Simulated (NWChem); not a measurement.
## What each level costs for ethylenediamine (C2H8N2)

```xyz
12

N      0.2764    -1.8395    -0.0518
C     -0.4691    -0.5979    -0.0332
C      0.4691     0.5979    -0.0332
N     -0.2764     1.8395    -0.0518
H     -0.3503    -2.6335    -0.1566
H      0.7620    -1.9764     0.8332
H     -1.1723    -0.4938     0.8251
H     -1.0922    -0.5371    -0.9401
H      1.0922     0.5371    -0.9401
H      1.1723     0.4938     0.8251
H      0.3503     2.6335    -0.1566
H     -0.7620     1.9764     0.8332
```
Charge 0, spin multiplicity 1.

The numbers come from NWChem runs, not from measurements. Structure: optimised with PBE0/def2-SVP, a minimum by its harmonic frequencies. It is one conformer; others weren't searched.

Basis set: cc-pVDZ (96 functions). Each entry is one whole single-point run; the coupled-cluster runs use the TCE module, and the SCF and DFT modules converge to different thresholds.

The correlated methods keep 4 core orbitals frozen. B3LYP has NWChem's definition, with VWN1-RPA local correlation. GW and range-separated runs recompute their integrals, the others keep them in memory, which bears on the times.

Roughly how much processor time does each of these take, relative to RHF: MP2, RI-MP2, B2PLYP, PBE, B3LYP, CAM-B3LYP, CR-CCSD(T)?

RI-MP2 about the same, within a factor of 3; B3LYP about the same, within a factor of 3; PBE about the same, within a factor of 3; MP2 about the same, within a factor of 3; B2PLYP about 3; CAM-B3LYP about 8; CR-CCSD(T) about 40 (rough ratios from shared machines).
